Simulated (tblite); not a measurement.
Parent: `[N:1]#[C:2][C@@H:3]([SiH3:4])[CH:5]=[O:6]` with C2–C3–C5–O6 153°, C3H5NOSi.

Structures optimised with GFN2-xTB, isolated species. One conformer each, not checked by frequencies here.

```tsv
coordinate of the parent	value
N1≡C2	1.144 Å
C2–C3	1.426 Å
C3–Si4	1.950 Å
C3–C5	1.487 Å
C5=O6	1.200 Å
N1–C2–C3	179.1°
C2–C3–Si4	109.0°
C2–C3–C5	113.0°
Si4–C3–C5	106.7°
C3–C5–O6	124.4°
```

**Question.** How does the shared frame change in `[CH3:1][CH2:2][O:3][C@:4]([SiH3:5])([C:6]#[N:7])[CH:8]=[O:9]` with C1–C2–O3–C4 -67°, C2–O3–C4–Si5 -162°, O3–C4–C8–O9 -16°, C5H9NO2Si? Atoms pair as N1 = N7, C2 = C6, C3 = C4, Si4 = Si5, C5 = C8, O6 = O9 (parent first).

**Answer.** 
```tsv
parent	relative	value in the relative	change
N1≡C2	N7≡C6	1.146 Å	+0.002
C2–C3	C6–C4	1.430 Å	+0.004
C3–Si4	C4–Si5	1.960 Å	+0.010
C3–C5	C4–C8	1.477 Å	-0.010
C5=O6	C8=O9	1.204 Å	+0.004
N1–C2–C3	N7–C6–C4	178.9°	-0.2
C2–C3–Si4	C6–C4–Si5	111.4°	+2.4
C2–C3–C5	C6–C4–C8	112.2°	-0.8
Si4–C3–C5	Si5–C4–C8	106.4°	-0.3
C3–C5–O6	C4–C8–O9	125.9°	+1.5
```

Of the parent's bonds, C3–Si4 and C3–C5 change most and about equally (-0.010 to +0.010 Å). Bonds of the relative outside the shared frame: C1–C2 1.523, C2–O3 1.421, O3–C4 1.417 Å. Point group C1 → C1.

**Question.** How does the shared frame change in `[N:1]#[C:2][C@@:3]([SiH3:4])([CH:5]=[O:6])[C:7]([NH2:8])=[O:9]` with C2–C3–C5–O6 134°, C2–C3–C7–N8 -76°, C3–C7–N8–H -10° and -175°, C4H6N2O2Si? Atoms pair as N1 = N1, C2 = C2, C3 = C3, Si4 = Si4, C5 = C5, O6 = O6 (parent first).

**Answer.** 
```csv
parent,relative,value in the relative,change
N1≡C2,N1≡C2,1.145 Å,+0.001
C2–C3,C2–C3,1.421 Å,-0.005
C3–Si4,C3–Si4,1.978 Å,+0.028
C3–C5,C3–C5,1.478 Å,-0.009
C5=O6,C5=O6,1.204 Å,+0.004
N1–C2–C3,N1–C2–C3,179.1°,0.0
C2–C3–Si4,C2–C3–Si4,107.7°,-1.3
C2–C3–C5,C2–C3–C5,112.3°,-0.7
Si4–C3–C5,Si4–C3–C5,111.5°,+4.8
C3–C5–O6,C3–C5–O6,125.0°,+0.6
```

Of the parent's bonds, C3–Si4 changes most (+0.028 Å). Bonds of the relative outside the shared frame: C3–C7 1.507, C7–N8 1.333, C7=O9 1.222 Å. Point group C1 → C1.

**Question.** How does the shared frame change in `[N:1]#[C:2][CH2:3][C@@:4]([SiH3:5])([C:6]#[N:7])[CH:8]=[O:9]` with C2–C3–C4–Si5 -54°, C3–C4–C8–O9 22°, C5H6N2OSi? Atoms pair as N1 = N7, C2 = C6, C3 = C4, Si4 = Si5, C5 = C8, O6 = O9 (parent first).

**Answer.** 
| parent | relative | value in the relative | change |
| --- | --- | --- | --- |
| N1≡C2 | N7≡C6 | 1.144 Å | 0.000 |
| C2–C3 | C6–C4 | 1.431 Å | +0.005 |
| C3–Si4 | C4–Si5 | 1.964 Å | +0.014 |
| C3–C5 | C4–C8 | 1.492 Å | +0.005 |
| C5=O6 | C8=O9 | 1.201 Å | +0.001 |
| N1–C2–C3 | N7–C6–C4 | 179.9° | +0.8 |
| C2–C3–Si4 | C6–C4–Si5 | 106.7° | -2.3 |
| C2–C3–C5 | C6–C4–C8 | 111.3° | -1.7 |
| Si4–C3–C5 | Si5–C4–C8 | 104.2° | -2.5 |
| C3–C5–O6 | C4–C8–O9 | 124.4° | 0.0 |

Of the parent's bonds, C3–Si4 changes most (+0.014 Å). Bonds of the relative outside the shared frame: N1≡C2 1.143, C2–C3 1.438, C3–C4 1.539 Å. Point group C1 → C1.

**Question.** How does the shared frame change in `[N:1]#[C:2][C@:3]([SiH3:4])([CH:5]=[O:6])[O:7][CH:8]=[O:9]` with C2–C3–C5–O6 -144°, C2–C3–O7–C8 -147°, C3–O7–C8–O9 10°, C4H5NO3Si? Atoms pair as N1 = N1, C2 = C2, C3 = C3, Si4 = Si4, C5 = C5, O6 = O6 (parent first).

**Answer.** 
| parent | relative | value in the relative | change |
| --- | --- | --- | --- |
| N1≡C2 | N1≡C2 | 1.144 Å | 0.000 |
| C2–C3 | C2–C3 | 1.426 Å | 0.000 |
| C3–Si4 | C3–Si4 | 2.006 Å | +0.056 |
| C3–C5 | C3–C5 | 1.484 Å | -0.003 |
| C5=O6 | C5=O6 | 1.200 Å | 0.000 |
| N1–C2–C3 | N1–C2–C3 | 178.7° | -0.4 |
| C2–C3–Si4 | C2–C3–Si4 | 108.6° | -0.4 |
| C2–C3–C5 | C2–C3–C5 | 114.3° | +1.3 |
| Si4–C3–C5 | Si4–C3–C5 | 101.7° | -5.0 |
| C3–C5–O6 | C3–C5–O6 | 123.8° | -0.6 |

Of the parent's bonds, C3–Si4 changes most (+0.056 Å). Bonds of the relative outside the shared frame: C3–O7 1.433, O7–C8 1.294, C8=O9 1.209 Å. Point group C1 → C1.

**Question.** How does the shared frame change in `[H]/[N:6]=[CH:5]\[C@@:3]([C:2]#[N:1])([SiH3:4])[CH:7]=[O:8]` with C2–C3–C5–N6 157°, C2–C3–C7–O8 -174°, C4H6N2OSi? Atoms pair as N1 = N1, C2 = C2, C3 = C3, Si4 = Si4, C5 = C7, O6 = O8 (parent first).

**Answer.** 
```csv
parent,relative,value in the relative,change
N1≡C2,N1≡C2,1.145 Å,+0.001
C2–C3,C2–C3,1.427 Å,+0.001
C3–Si4,C3–Si4,1.961 Å,+0.011
C3–C5,C3–C7,1.485 Å,-0.002
C5=O6,C7=O8,1.205 Å,+0.005
N1–C2–C3,N1–C2–C3,179.5°,+0.4
C2–C3–Si4,C2–C3–Si4,108.8°,-0.2
C2–C3–C5,C2–C3–C7,113.0°,0.0
Si4–C3–C5,Si4–C3–C7,106.1°,-0.6
C3–C5–O6,C3–C7–O8,123.5°,-0.9
```

Of the parent's bonds, C3–Si4 changes most (+0.011 Å). Bonds of the relative outside the shared frame: C3–C5 1.520, C5=N6 1.245 Å. Point group C1 → C1.

The numbers are calculated, not measured.
